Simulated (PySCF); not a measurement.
# Core-level binding energies of Ga(NH2)3

Ga(NH2)3.
Bonds: Ga1–N2, Ga1–N5, Ga1–N8. Hydrogens: H3, H4 on N2; H6, H7 on N5; H9, H10 on N8.

Computed with PySCF, delta-SCF UKS SCAN, pcX-2 on the ionised atom, pcseg-1 elsewhere, spin-free X2C. Vertical ΔSCF values, vacuum level as zero.

Q: What binding energy does each computed site have?

A: 
```
 atom(s)                    environment  level  binding energy (eV)  count
N2/N5/N8  nitrogen bonded to Ga and 2 H   N 1s               403.98      3
```

Q: Which photon energy gives electrons from N 1s of N2 (atom 2)/N5/N8 a kinetic energy of 50 eV, and what is their de Broglie wavelength?

A: hν = 403.98 + 50 = 453.98 eV, recoil neglected; λ = 12.264 Å/√(E/eV) = 1.73 Å.

Q: Express the binding energy of N 1s of N2/N5/N8 in atomic units and per mole.

A: 403.98 eV = 14.8460 Eh = 38978 kJ/mol.

The first atom of each set that the bonding makes equivalent was ionised and stands for the set. No level of gallium is listed. Isolated species at its PBE0-D3(BJ)/def2-SVP geometry, gas phase.

Hardware: an Intel Xeon at 2.50 GHz with one thread, no GPU, on a shared host. Cost: 11 s, 0.46 GiB resident at most.
